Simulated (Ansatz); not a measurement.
Reaction (formal exchange of groups at the Si–O bond): `CO[Si](N)(O)[SiH3]` + `[AlH3]` → `N[Si](O)([AlH2])[SiH3]` + CH₃OH

Isolated molecules relaxed with PBE0-D4/def2-TZVP in Ansatz; ΔE leaves out vibrations. CCSD(T)/CBS is the MP2 limit (def2-TZVPP, def2-QZVPP) plus CCSD(T) − MP2 in def2-TZVPP, frozen cores. This one scheme is used for every species. Functionals use def2-TZVPP. B3LYP here is the variant with VWN-RPA as its local correlation; programs differ in this. Each species was taken in one conformer, which may not be the lowest.

| level | ΔE (kcal/mol) |
| --- | --- |
| PBE0 | 26.2 |
| B3LYP | 29.8 |
| MP2/def2-TZVPP | 32.7 |
| CCSD(T)/def2-TZVPP | 31.1 |

(1) What does CCSD(T)/CBS give? (An estimate is asked.)

Largest T1 diagnostic among the species: 0.013.

Answers

(1) Computed: +30.7 kcal/mol. The listed levels differ from it by -4.5, -0.9, 2.0, 0.4 kcal/mol.

In def2-TZVPP, CCSD(T) changes the Hartree–Fock value by −4.6 kcal/mol (the triples alone add −0.6 kcal/mol) and MP2 by −3.0 kcal/mol. The D4 term adds +1.0 kcal/mol with B3LYP and +0.6 kcal/mol with PBE0; it sums over pairs of atoms, weighted by their polarisabilities, and B3LYP, whose exchange is more repulsive, gets the larger term. From PBE to PBE0 (25 % exact exchange), in def2-TZVPP and without D4, ΔE moves by +2.3 kcal/mol.
